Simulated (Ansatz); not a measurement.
System: C$_{6}$H$_{11}$, charge -1, multiplicity 1. It need not be the lowest isomer of its formula. Whether it binds its extra electron was not tested at this geometry. 
Geometry from a B3LYP-D3(BJ)/def2-TZVP (Ansatz, a program for electronic structure) optimisation:
```
C
C 1 1.3920
C 2 1.3931 1 135.92
H 3 1.0854 2 116.68 1 -172.43
H 2 1.0947 1 112.04 3 179.69
C 1 1.4978 2 120.17 5 6.66
H 6 1.0951 1 111.51 2 -11.27
H 6 1.1075 7 107.02 1 124.14
H 6 1.1142 7 106.61 8 111.27
C 1 1.4993 2 125.80 5 174.54
H 10 1.0886 1 112.87 2 15.79
H 10 1.1057 11 107.13 1 -123.68
H 10 1.1128 11 106.78 12 -111.60
C 3 1.5008 4 115.78 2 -168.17
H 14 1.0969 3 110.38 4 -13.74
H 14 1.1019 15 106.17 3 123.88
H 14 1.1095 15 106.11 16 111.46
```
Charge -1, spin multiplicity 1.

Total electronic energies in hartree. Valence correlation only, unless marked. No spin-orbit coupling. No relativistic terms. Basis-set limits of correlation are two-point, X^-3; Hartree-Fock from the larger set. The bracket is a focal-point correction in the basis named.

| level | program | energy (Eh) |
|---|---|---|
| HF/STO-3G | Ansatz | -230.59046 |
| HF/aug-cc-pVDZ | Ansatz | -233.54254 |
| PBE-D3(BJ)/def2-TZVPD | Ansatz + dftd3 | -234.97745 |
| BLYP-D4/def2-TZVPD | Ansatz + dftd4 | -235.19218 |
| BLYP/def2-TZVPD | Ansatz | -235.16036 |
| revPBE-D3(BJ)/def2-TZVPD | Ansatz + dftd3 | -235.25746 |
| B3LYP-D3(BJ)/def2-TZVPD | Ansatz + dftd3 | -235.33096 |
| PBE0/STO-3G | Ansatz | -231.98169 |
| r2SCAN0-D4/def2-TZVPD | Ansatz + dftd4 | -235.12384 |
| wB97M-V/def2-TZVPD | Ansatz | -235.15460 |
| B2GP-PLYP-D3(BJ)/def2-TZVPD | Ansatz + dftd3 | -235.01281 |
| B2PLYP-D4/def2-TZVPD | Ansatz + dftd4 | -235.06611 |
| MP2/STO-3G | Ansatz | -230.91332 |
| MP2/aug-cc-pVDZ | Ansatz | -234.45307 |
| MP2/cc-pVDZ | Ansatz | -234.39185 |
| SCS-MP2/cc-pVDZ | Ansatz | -234.38557 |
| SCS-MP2/aug-cc-pVTZ | Ansatz | -234.67901 |
| SCS-MP2/cc-pVTZ | Ansatz | -234.65182 |
| CCSD/6-31G | Ansatz | -234.02660 |
| CCSD/6-31G* | Ansatz | -234.35608 |
| CCSD(T)/STO-3G | Ansatz | -231.00787 |
| CCSD(T)/cc-pVTZ | Ansatz | -234.75341 |
| RI-MP2/CBS(aug-cc-pVTZ,aug-cc-pVQZ)+[CCSD(T)-MP2]/aug-cc-pVTZ | Ansatz | -234.8873 |

Totals of different functionals don't rank their quality; only differences between species are comparable.
